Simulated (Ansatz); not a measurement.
Start from `C[Si](C)(Cl)C#N` and change one atom or group to get `C[Si](C)(F)C#N`.

Ansatz, PBE0-D4/def2-TZVP geometries, multiplicity 1. 

```tsv
property	`C[Si](C)(Cl)C#N`
HOMO energy (B3LYP/def2-TZVPP) / eV	-8.86
LUMO energy (PBE0/def2-TZVPP) / eV	-0.59
LUMO energy (B3LYP/def2-TZVPP) / eV	-0.80
zero-point energy (PBE0-D4/def2-TZVP) / kJ/mol	221.7
ideal-gas entropy at 298 K and 1 bar (rigid rotor, harmonic PBE0-D4/def2-TZVP) / J/(mol·K)	381
size of the dipole moment (ωB97M-V/def2-TZVPP) / D	4.10
```

(1) What does the change do to each property? (Estimate.)

Answers

(1) The calculation gave: 
```tsv
property	`C[Si](C)(F)C#N`	shift
HOMO energy (B3LYP/def2-TZVPP) / eV	-9.15	-0.29
LUMO energy (PBE0/def2-TZVPP) / eV	-0.58	0.01
LUMO energy (B3LYP/def2-TZVPP) / eV	-0.81	-0.01
zero-point energy (PBE0-D4/def2-TZVP) / kJ/mol	224.3	2.6
ideal-gas entropy at 298 K and 1 bar (rigid rotor, harmonic PBE0-D4/def2-TZVP) / J/(mol·K)	370	-11
size of the dipole moment (ωB97M-V/def2-TZVPP) / D	4.15	0.05
```

Dipoles are sizes alone; their direction can turn.

B3LYP here is the variant with VWN-RPA as its local correlation; programs differ in this.
